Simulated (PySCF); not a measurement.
Isomers of C7H9FO, one GFN2-xTB conformer each. Single-point energies are computed at PBE0/pcSseg-1 (PySCF, gas phase, no added dispersion term), electronic only.

Problem. Rank them by PBE0/pcSseg-1 energy, lowest first (kcal/mol).
A. `[CH:1]#[C:2][C@@H:3]1[CH2:4][CH2:5][O:6][C@H:7]1[CH2:8][F:9]` with O6–C7–C8–F9 77°, C2–C3–C4–C5 -85°, C3–C4–C5–O6 -36°, C4–C5–O6–C7 25°, C5–O6–C7–C8 -125°
B. `[CH:1]#[C:2]/[C:3]([CH2:4][OH:5])=[C:6](\[CH3:7])[CH2:8][F:9]` with C2–C3–C4–O5 91°, C3–C4–O5–H 64°, C3–C6–C8–F9 56°
C. `[CH2:1]=[CH:2]/[CH:3]=[C:4](\[CH2:5][CH3:6])[C:7](=[O:8])[F:9]` with C1–C2–C3–C4 -178°, C3–C4–C5–C6 85°, C3–C4–C7–O8 180°
D. `[CH:1]#[C:2]/[C:3](=[CH:4]/[F:5])[CH2:6][O:7][CH2:8][CH3:9]` with C2–C3–C6–O7 -60°, C3–C6–O7–C8 166°, C6–O7–C8–C9 70°
E. `O=C1C[C@@H]2C[C@H](F)[C@H]1C2`
F. `[CH2:1]=[CH:2][C@H:3]1[CH2:4][CH2:5][C:6]([F:7])=[CH:8][O:9]1` with C1–C2–C3–C4 92°, C2–C3–C4–C5 62°, C3–C4–C5–C6 45°, C4–C5–C6–F7 162°, C6–C8–O9–C3 -11°
G. `[CH2:1]=[C:2]1[C:3](=[CH2:4])[C@H:5]([F:6])[C@@H:7]1[O:8][CH3:9]` with C5–C7–O8–C9 78°
H. `O=C1C[C@@H]2C[C@@H](F)[C@H]1C2`

Solution. H (0.0), E (0.9), C (12.6), F (37.8), A (57.1), G (64.7), B (67.9), D (76.1).

As drawn, the lowest has a C=O bond, which the highest lacks; the highest has a C≡C bond and a C=C bond outside aromatic rings, which the lowest lacks. Neighbours under 2.5 kcal/mol apart (O=C1C[C@@H]2C[C@@H](F)[C@H]1C2 and O=C1C[C@@H]2C[C@H](F)[C@H]1C2) can change places with a better method, another conformer or zero-point energy. O=C1C[C@@H]2C[C@@H](F)[C@H]1C2 and O=C1C[C@@H]2C[C@H](F)[C@H]1C2 are stereoisomers, 0.9 kcal/mol apart in the conformers taken. GFN2-xTB itself gives, in the same order: 0.0, 1.3, 39.1, 36.7, 52.7, 63.3, 72.1, 77.3. Both levels put the same isomer lowest; measured from each level's own lowest isomer, the values differ by up to 26.5 kcal/mol (C=C/C=C(\CC)C(=O)F: 39.1 against 12.6).

Problem. Which frontier levels, dipoles and rotational constants go with these structures?

Solution. 
```csv
SMILES,"HOMO (eV, PBE0/pcSseg-1)",LUMO (eV),dipole (D),"A, B, C (MHz)"
O=C1C[C@@H]2C[C@@H](F)[C@H]1C2,-7.22,-0.72,2.92,"2666, 1596, 1304"
O=C1C[C@@H]2C[C@H](F)[C@H]1C2,-7.06,-0.52,4.41,"2177, 2020, 1458"
C=C/C=C(\CC)C(=O)F,-7.40,-2.35,4.29,"2131, 1150, 793.0"
C=C[C@H]1CCC(F)=CO1,-6.33,-0.06,2.28,"3075, 1129, 1044"
C#C[C@@H]1CCO[C@H]1CF,-7.36,1.01,1.07,"2540, 1274, 1100"
C=C1C(=C)[C@H](F)[C@@H]1OC,-7.04,-1.58,1.85,"2370, 1468, 976.1"
C#C/C(CO)=C(\C)CF,-6.98,-1.16,3.31,"2012, 1391, 890.9"
C#C/C(=C/F)COCC,-7.02,-0.73,1.13,"1987, 1035, 704.8"
```
